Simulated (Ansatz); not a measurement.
`F[SiH2][SbH][SeH]` → `[F][SbH][SeH]` + `[SiH2]`  (silylene formation by 1,1-elimination)

Calculated with Ansatz (gas phase, PBE0-D4/def2-TZVP geometries, no zero-point term in ΔE). CCSD(T)/CBS adds triple-zeta CCSD(T) − MP2 to the extrapolated MP2 energy (def2 sets, frozen cores). This one scheme is used for every species. DFT in def2-TZVPP. Elements past krypton have def2 core potentials. For Sb, Se outer-core shells are correlated without core-valence functions, which leaves a few kJ/mol of doubt a bond. Scalar relativity is left out up to krypton. One conformer a species, not always the lowest.

| level | ΔE (kJ/mol) |
| --- | --- |
| PBE0-D4 | 363.6 |
| HF/def2-QZVPP | 332.8 |

What does CCSD(T)/CBS give? (Estimate.)

Computed: +352.3 kJ/mol. The listed levels differ from it by 11.3, -19.5 kJ/mol.

What do rigid-rotor, harmonic-oscillator terms from PBE0-D4/def2-TZVP frequencies (298.15 K, 1 bar) make of the CCSD(T)/CBS value? (Best estimate.)

Ansatz gave: ΔZPE = -16.9 kJ/mol, ΔH = +338.5 kJ/mol, ΔS = 142 J/(mol·K), ΔG = +296.0 kJ/mol. Modes under 50 cm⁻¹ make the entropy rough.

Largest T1 diagnostic among the species: 0.014.

From PBE to PBE0 (25 % exact exchange), in def2-TZVPP and without D4, ΔE moves by +19.3 kJ/mol. In def2-TZVPP, CCSD(T) changes the Hartree–Fock value by +12.3 kJ/mol (the triples alone add +2.9 kJ/mol) and MP2 by +38.6 kJ/mol.

CCSD(T)/CBS has its own doubt, a few kJ/mol and more with outer-core shells, so smaller differences from it don't rank the levels.
